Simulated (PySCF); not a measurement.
C₃H₅, SMILES CC=[CH], multiplicity 2. Geometry: B3LYP-D3(BJ)/def2-TZVP. The isomer is the one that the SMILES or the coordinates give; other isomers of the formula were not compared.

Method: PySCF with B3LYP-D3(BJ)/def2-TZVP.

Harmonic wavenumbers (cm⁻¹): 196, 410, 611, 792, 812, 934, 1065, 1111, 1275, 1406, 1484, 1484, 1687, 3012, 3027, 3072, 3119, 3247. Rotational constants (GHz): 58.13, 9.549, 8.639; symmetry number 1.

Q: Work out the zero-point energy and the ideal-gas rigid-rotor harmonic-oscillator thermochemistry at 298.15 K and 1 atm.

A: ZPE = ½ Σ hcν = ½ × 28746 cm⁻¹ = 171.94 kJ/mol. H − E(el) = 185.29 kJ/mol. Entropy in J/(mol K): translation 155.08, rotation 90.93, vibration 17.86, spin 5.76, total 269.63. G − E(el) = 104.90 kJ/mol. Cp = 62.94 J/(mol K).
